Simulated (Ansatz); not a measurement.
System: sulfur difluoride, SF₂, charge 0, multiplicity 1. 
Coordinates optimised at B3LYP-D3(BJ)/def2-TZVP (Ansatz, an electronic-structure program):
```
S
F 1 1.6052
F 1 1.6052 2 98.75
```
Charge 0, spin multiplicity 1.

Basis-set convergence of Hartree-Fock and CCSD(T) correlation energies (hartree) with Ansatz. Valence correlation only, unless marked. No spin-orbit coupling. Non-relativistic.

| basis | functions | E(HF) | E(corr, CCSD(T)) |
|---|---|---|---|
| aug-cc-pV(D+d)Z | 78 | -596.37406 | -0.58557 |
| aug-cc-pV(T+d)Z | 147 | ? | ? |

Q: Some entries are withheld; supply them.

A: 
- aug-cc-pV(T+d)Z, E(HF): -596.44816
- aug-cc-pV(T+d)Z, E(corr, CCSD(T)): -0.73338
